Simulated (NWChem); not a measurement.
Molecule: C4H4F2; SMILES C=C(F)/C=C\F

```xyz
10

C      0.3351     2.2361     0.0000
C      0.0093     0.9387     0.0000
F     -1.2761     0.5822     0.0000
C      0.9547    -0.1640     0.0000
C      0.6826    -1.4740     0.0000
F     -0.5354    -1.9851     0.0000
H     -0.4434     2.9999     0.0000
H      1.3813     2.5402     0.0000
H      2.0123     0.1062     0.0000
H      1.4625    -2.2415     0.0000
```
Atoms are numbered in this order, from 1.

All runs: NWChem. Pople sets run with spherical d functions. Structure relaxed at the PBE0/def2-SVP level. B3LYP is NWChem's, with the RPA form of VWN correlation. Ions are spin-unrestricted doublets at the neutral geometry; other ion states weren't tried.

```json
[
 {"level": "B3LYP/6-31G*", "vertical ionisation energy, ΔSCF (eV)": "8.64", "−ε(HOMO) (eV)": "6.25", "ΔSCF minus −ε(HOMO) (eV)": "2.39"},
 {"level": "PBE/6-31G*", "vertical ionisation energy, ΔSCF (eV)": "…", "−ε(HOMO) (eV)": "…", "ΔSCF minus −ε(HOMO) (eV)": "…"},
 {"level": "CAM-B3LYP/6-31G*", "vertical ionisation energy, ΔSCF (eV)": "8.72", "−ε(HOMO) (eV)": "7.72", "ΔSCF minus −ε(HOMO) (eV)": "1.00"},
 {"level": "PBE0/6-31G*", "vertical ionisation energy, ΔSCF (eV)": "8.67", "−ε(HOMO) (eV)": "6.51", "ΔSCF minus −ε(HOMO) (eV)": "2.16"},
 {"level": "LDA (Slater exchange, VWN5)/6-31G*", "vertical ionisation energy, ΔSCF (eV)": "8.74", "−ε(HOMO) (eV)": "5.50", "ΔSCF minus −ε(HOMO) (eV)": "3.24"}
]
```

**Question.** What belongs in the gaps?

**Answer.** 
- PBE/6-31G*, vertical ionisation energy, ΔSCF (eV): 8.49
- PBE/6-31G*, −ε(HOMO) (eV): 5.33
- PBE/6-31G*, ΔSCF minus −ε(HOMO) (eV): 3.16
